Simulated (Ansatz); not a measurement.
This geometry of Cl3F2H2STa (9 atoms, charge 0, multiplicity 1) is a first-order saddle point.

These are results of RKS PBE0-D4/def2-SVP in Ansatz 0.2.0, not measurements.

```xyz
9
Properties=species:S:1:pos:R:3
Ta -0.268 -0.311 0.314
F 1.847 0.074 0.349
Cl -0.288 0.199 2.575
F 0.121 -1.162 -1.316
Cl -0.396 1.818 -0.502
Cl -2.418 -1.053 0.284
S 1.099 -2.332 1.214
H 1.257 -2.939 0.014
H 1.946 -0.988 0.779
```

Q: Which two structures does it join? (They come from a converged band through this point; their orientation in space is the band's.)

A: Bonds broken: S7–H9. Bonds formed: F2–H9.

First end point:

```xyz
9
Properties=species:S:1:pos:R:3
Ta -0.134 0.008 0.217
F 1.704 0.434 0.252
Cl -0.194 0.456 2.504
F 0.246 -0.896 -1.395
Cl -0.979 1.949 -0.614
Cl -2.073 -1.276 0.381
S 0.969 -2.402 1.186
H 1.109 -2.992 -0.024
H 2.254 -1.977 1.204
```

Last end point:

```xyz
9
Properties=species:S:1:pos:R:3
Ta -0.337 -0.428 0.342
F 1.975 0.126 0.357
Cl -0.277 0.184 2.578
F 0.152 -1.154 -1.323
Cl -0.342 1.733 -0.453
Cl -2.502 -1.073 0.253
S 0.929 -2.374 1.210
H 1.102 -2.982 0.013
H 2.201 -0.727 0.736
```

Q: How far does it lie above each of them?

A: 0.92 eV above the first and 0.12 eV above the second. This is the barrier of this one path; another mechanism may lie lower. The orbitals stay closed-shell, which can raise the energy where a bond breaks towards radicals; this wasn't checked here.

Run time: 13 min on 4 threads of Arm Neoverse V2, with other jobs on the host, peak memory 0.52 GiB.
